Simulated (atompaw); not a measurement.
# Before and after: PAW (atompaw) potential for Ge (Z = 32)

```json
{
 "Element": "Ge (Z = 32)",
 "Generator": "atompaw 4.2.0.5",
 "Type": "PAW",
 "Functional": "PBEsol",
 "Relativity": "scalar-relativistic",
 "Frozen core": "[Ar]",
 "Valence charge": "14",
 "Reference configuration": "3d10 4s2 4p2",
 "Partial waves": "4s (bound): rc 2.45 bohr; 4s channel at -0.05 Ry: rc 1.95 bohr; 4p (bound): rc 2.45 bohr; 4p channel at 0.75 Ry: rc 2.45 bohr; 3d (bound): rc 1.35 bohr; 3d channel at 0.05 Ry: rc 1.35 bohr",
 "Local potential": "ultrasoft scheme with l = 3 at 0 Ry, radius 2.00 bohr",
 "Core correction": "smooth core density matched at 2.25 bohr",
 "Augmentation charge": "sinc compensation charge, radius 1.85 bohr; PAW radius 2.45 bohr; waves and projectors: custom rrkj vanderbiltortho"
}
```

Change: all radii scaled by about 0.85 (s 2.08, p 2.08, d 1.14 bohr); local potential ultrasoft scheme with l = 3 at 0 Ry, radius 1.70 bohr; augmentation sinc compensation charge, radius 1.58 bohr; PAW radius 2.08 bohr; waves and projectors: custom rrkj vanderbiltortho; core correction smooth core density matched at 1.92 bohr.

Cutoffs: the cutoffs (Ry, on a coarse ladder) from which the occupation-weighted sum of valence levels, in a spherical-Bessel basis at the reference potential, stays within 10 and 1 mRy of its value at 400 Ry; they do not see the model core or the augmentation charge, which bear on the density cutoff.

Problem. What does the change do?

Solution. The potential gets harder (70 Ry and 140 Ry → 120 Ry and 180 Ry); neither file shows a bound ghost. A smaller radius makes the pseudo-wave follow the all-electron one further in, where it bends more sharply, so more plane waves are needed.

```tsv
quantity	base	changed
cutoff, loose	70 Ry	120 Ry
cutoff, tight	140 Ry	180 Ry
loose cutoff by channel (10 mRy a level)	s 6 Ry, p 6 Ry, d 50 Ry	s 6 Ry, p 6 Ry, d 70 Ry
bound ghosts	none	none
lowest overlap eigenvalue by channel	s 0.61, p 0.70, d 0.15	s 0.17, p 0.63, d 0.82
```

 The cutoffs see the waves, projectors and local potential, not the compensation charge or the core.
